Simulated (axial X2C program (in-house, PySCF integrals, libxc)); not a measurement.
# Curves of CuBr⁺ from open-shell CI on d9 s0 p(π)0

Computed with an in-house all-electron X2C program for linear molecules (integrals from PySCF): two-component X2C with atomic mean-field Coulomb and Gaunt terms, basis Cu dyall-v3z, Br dyall-v3z (cores contracted in-house). Orbitals come from Hartree–Fock averaged over the configuration Cu d9 s0 p(π)0; CI then distributes these electrons over the d, s, p(π) shells of Cu.

Scan along the bond; masses Cu 62.930 u, Br 78.918 u. Energies in cm⁻¹ from the lowest point; levels are followed by energy order within each Ω. Lowest level at 2.214 Å: 100% d9.

```
R (Å)  (1)Ω=1/2  (1)Ω=3/2  (1)Ω=5/2  (2)Ω=1/2  (2)Ω=3/2
2.059      1912      2421      3861      4065      5677
2.137       404      1026      2320      2641      4145
2.214         0       678      1852      2280      3685
2.303       501      1197      2252      2796      4095
2.391      1706      2388      3342      3993      5194
2.491      3633      4275      5128      5895      6990
2.613      6442      7019      7763      8663      9637
```

Fit the curves (1)Ω=1/2, (1)Ω=3/2, (1)Ω=5/2, (2)Ω=1/2, (2)Ω=3/2 near their minima.

From the open-shell CI curves, Te from the lowest:

```tsv
level	Te (cm⁻¹)	Re (Å)	ωe (cm⁻¹)
(1)Ω=1/2	0	2.211	359.1
(1)Ω=3/2	676	2.207	352.8
(1)Ω=5/2	1851	2.219	348.5
(2)Ω=1/2	2278	2.208	354.6
(2)Ω=3/2	3685	2.218	349.1
```

Without dynamic correlation distances can be off by several hundredths of an Å (long for ionic bonds, short for multiple bonds) and the wavenumbers are rough.

Dynamic correlation is missing, so gaps between terms are too wide and other configurations may lie lower; the lowest level listed is that of this model, not necessarily the ground state. For d shells the ligand-field splittings (σ, π, δ) and their order can be off by a thousand cm⁻¹ or more. At most 4 roots were kept for each Ω > 0 (twice that for Ω = 0) within 3.2 eV of the lowest, so higher up levels can be missing between those listed; levels with Ω > 0 are doubly degenerate and listed once, Ω = 0 levels singly. Some active spinors are only partly of the character that their shell is named for, so the shell names and counts are nominal. States that fill the shells left empty in the average are placed too high.
